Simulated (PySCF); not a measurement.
An unknown is described by computed data only.

Formula: C5H13NSi.

- 13C NMR: chemical shifts (computed TMS as zero) by class: 50.4 (2 C), 30.2 (2 C), -4.5 (1 C) ppm [GIAO PBE0/pcSseg-1]
- Valence photoelectron: vertical ionisation energy: 7.90 eV [ΔSCF wB97X-D/def2-SVPD]
- XPS: Si2p3/2 106.3, C1s 290.0, C1s 290.5 (×2), C1s 291.2 (×2), N1s 403.8, Si1s 1846.2 eV [ΔSCF SCAN, pcX-2 on the ionised atom, pcseg-1 elsewhere, spin-free X2C, 2p3/2 from a spin–orbit splitting computed afterwards within the 2p shell]
- UV, first state: lowest singlet excitation: 5.91 eV (210 nm, f = 0.008) [TDDFT wB97X-D/def2-SVPD]
- 1H NMR: chemical shifts (computed TMS as zero) by class: 4.76 (2 H), 2.93 (4 H), 1.64 (4 H), 0.30 (3 H) ppm [GIAO PBE0/pcSseg-1]
- Polarisability: 92.6 au [wB97X-D/def2-SVPD]
- NMR, other nuclei: isotropic shieldings of nuclei other than C and H, by class: 234 (1 N), 383 (1 Si) ppm [GIAO PBE0/pcSseg-1]
- Rotational structure: rotational constants A, B, C: 4.600, 1.308, 1.117 GHz [PBE0-D3(BJ)/def2-SVP]
- Dipole: 1.17 D [wB97X-D/def2-SVPD]

Electronic properties: PySCF, gas phase, density fitting. Levels stand in brackets. Isolated species at its PBE0-D3(BJ)/def2-SVP geometry (one conformer only). Each NMR value is the plain mean over a class of atoms that symmetry, rotation or inversion makes alike.

**Question.** Propose a structure and show how it fits.

**Answer.** 5 carbons fall into 3 classes; from least to most shielded: carbon bonded to C, N and 2 H (50.4 ppm, 2 C, up to 4.9 ppm apart in this geometry), carbon bonded to 2 C and 2 H (30.2 ppm, 2 C), carbon bonded to Si and 3 H (-4.5 ppm). Hydrogen classes from least to most shielded: 2 H on a silicon bonded to C, N and 2 H (4.76 ppm), 4 H on 2 like atoms (carbon bonded to C, N and 2 H) (2.93 ppm), 4 H on 2 like atoms (carbon bonded to 2 C and 2 H) (1.64 ppm), 3 H on a carbon bonded to Si and 3 H (0.30 ppm, a mean of values up to 0.5 ppm apart in this geometry). The other shieldings belong to: 234 ppm, nitrogen bonded to 2 C and Si; 383 ppm, silicon bonded to C, N and 2 H. The core levels belong to: Si2p3/2 106.3 eV, silicon bonded to C, N and 2 H; C1s 290.0 eV, carbon bonded to Si and 3 H; C1s 290.5 eV, carbon bonded to 2 C and 2 H; C1s 291.2 eV, carbon bonded to C, N and 2 H; N1s 403.8 eV, nitrogen bonded to 2 C and Si; Si1s 1846.2 eV, silicon bonded to C, N and 2 H. One atom of each topological class was ionised and stands for its class. The optimised geometry has point group C1 and is an asymmetric top. Structure: SiH2Me(pyrrolidide) (`C[SiH2]N1CCCC1`). The assignments are read from this structure; whether some other isomer fits the data as well wasn't checked.
